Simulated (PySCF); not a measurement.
# Working out the excitation energy of Xe²⁺

Xe²⁺ [Kr] 4d10 5s2 5p4 (3P) → Xe²⁺ [Kr] 4d10 5s1 5p5 (3P). Computed with PySCF 2.14 in def2-TZVPPD with the def2 core potential (28 electrons), with a scalar-relativistic core potential. Frozen: nothing. Energies in hartree (1 hartree = 27.21139 eV):

```tsv
part	Xe²⁺ (lower)	Xe²⁺ (upper)
UHF	-327.139547	-326.625171
MP2 opposite-spin	-0.352107	-0.391043
MP2 same-spin	-0.200215	-0.205244
```

Question: What does Hartree-Fock give?

Answer: (-326.625171) − (-327.139547) = 0.514376 hartree = 13.997 eV.

Question: What do MP2 and SCS-MP2 (6/5 opposite-spin, 1/3 same-spin) give?

Answer: The opposite-spin parts differ by -1.060 eV and the same-spin parts by -0.137 eV. MP2: 13.997 + (-1.060) + (-0.137) = 12.800 eV. SCS-MP2: 13.997 + 1.2 × (-1.060) + (-0.137)/3 = 12.679 eV.
